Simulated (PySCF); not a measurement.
Mg(OSiH3)2, SMILES [SiH3][O][Mg][O][SiH3] (H₆MgO₂Si₂) at its PBE0/def2-SVP optimised geometry (Å):

```
11

Mg    -0.0024    -0.3329    -0.0119
O     -1.7953    -0.3260     0.0000
Si    -3.4330    -0.3260     0.0000
H     -3.9777    -1.0245     1.2101
H     -3.9776    -1.0248    -1.2100
H     -3.9777     1.0712     0.0000
O      1.7905    -0.3390    -0.0221
Si     3.4283    -0.3367    -0.0172
H      3.9708     1.0606     0.0280
H      3.9777    -0.9968    -1.2464
H      3.9702    -1.0712     1.1727
```

Computed with PBE0/def2-TZVP (PySCF).

Map of the deformation density (molecule minus spherical neutral atoms) (e/bohr³) on the plane z = 1.0 Å:

```
|...............................|
|...............................|
|...............................|
|...............................|
|...............................|
|...............................|
|...............................|
|...............................|
|...............................|
|...............................|
|...............................|
|...............................|
|...............................|
|........ .....   ..............|
|......   .....   .....   ......|
|.......  ..:..   ..:..   ......|
|....:==. .::..   ..:.. .-=:....|
|....-@#: .....   ..... :#@-....|
|....:#+:......   ......:*%:....|
|.....::........ ........::.....|
|...............................|
|...............................|
|...............................|
|...............................|
|...............................|
|...............................|
|...............................|
|...............................|
|...............................|
|...............................|
|...............................|
```
Scale: ten equal steps from -0.012 (start of ' ') to 0.068 (end of '@'), in the order ' .:-=+*#%@'; x runs from -6.00 to 6.00, y from -6.00 (bottom) to 6.00 (top).
